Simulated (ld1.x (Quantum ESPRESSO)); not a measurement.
# Building the ultrasoft potential for calcium (Ca) (BLYP, scalar-relativistic).

calcium (Ca), ultrasoft, made with ld1.x (Quantum ESPRESSO) 7.5 (BLYP, scalar-relativistic). Core [Ar], reference 3d0 4s1.75 4p0 (charge +0.25). Waves: 4s (bound): rcut 2.60, rcutus 3.15 bohr; 4s channel at 2.1 Ry: rcut 2.60, rcutus 3.15 bohr; 4p (bound, empty): rcut 3.30, rcutus 4.60 bohr; 4p channel at 1.35 Ry: rcut 3.30, rcutus 4.60 bohr; 3d (bound, empty): rcut 1.30, rcutus 1.70 bohr; 3d channel at 0.4 Ry: rcut 1.30, rcutus 1.70 bohr. Local part: all-electron potential smoothed inside 4.10 bohr (lloc = -2). Core correction: none. Augmentation charge: built from norm-conserving waves at rcut, not smoothed further.

All-electron outer shells of the reference configuration (BLYP, scalar-relativistic, ld1.x):

```
shell  level (eV)  outermost node (bohr)  outermost maximum (bohr)
   3s      -48.37                   0.45                      0.99
   3p      -29.34                   0.42                      1.04
   4s       -4.87                   1.43                      3.25
   3d       -3.30                      –                      1.27
   4p       -2.31                   1.62                      4.23
```

Problem. Does the generator finish with these settings?

Solution. No. ld1.x (Quantum ESPRESSO) 7.5 stopped with "run_pseudo: Errors in PS-KS equation": the pseudo-atom solver did not find the valence states with the expected number of nodes, which is the usual sign of a ghost state. Before that it printed "Warning: n=1, l=0 expected 0 nodes, found 1".
